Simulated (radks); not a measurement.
Problem. Os II, 75 electrons, occupied as [Xe] 4f14 5d5 6s2 (not the ground configuration). Calculated with a radial shooting solver on a logarithmic mesh with Libxc functionals: scalar-relativistic Kohn-Sham, PBE, spin-polarised, spherical densities, finite nucleus; open shells are filled with parallel spins first (spin-orbit coupling, left out, can overturn this in heavy ions); Fermi nuclear charge, rms radius 5.4126 fm. Some entries of the table are withheld. Estimate them.

orbital,occ.,eigenvalue (eV),r(max) (bohr)
1s down,1,-73856.76,0.01103
1s up,1,-73856.76,0.01103
2s up,1,-12872.81,0.06340
2s down,1,-12872.52,0.06340
2p up,3,-11213.49,0.05219
2p down,3,-11213.26,0.05219
3s up,1,-3004.012,0.1788
3s down,1,-3003.917,0.1788
3p up,3,-2516.553,0.1774
3p down,3,-2516.445,0.1774
3d up,5,-1971.197,0.1444
3d down,5,-1970.995,0.1445
4s up,1,-642.5456,0.4048
4s down,1,-642.2717,0.4048
4p up,3,-482.5967,0.4251
4p down,3,-482.3427,0.4251
4d up,5,-283.8011,0.4346
4d down,5,-283.5023,0.4346
5s up,1,-103.3149,0.9154
5s down,1,-100.9223,0.9106
4f up,7,-63.0161,(1)
5p up,3,(2),1.033
4f down,7,-62.4860,(3)
5p down,3,(4),1.025
5d up,5,-17.4636,1.339
6s up,1,-14.8820,2.322
5d down,0,-14.0793,1.331
6s down,1,-12.9702,2.412

Solution. 
(1) 4f up r(max) (bohr): 0.4057
(2) 5p up eigenvalue (eV): -62.7853
(3) 4f down r(max) (bohr): 0.4056
(4) 5p down eigenvalue (eV): -59.7338
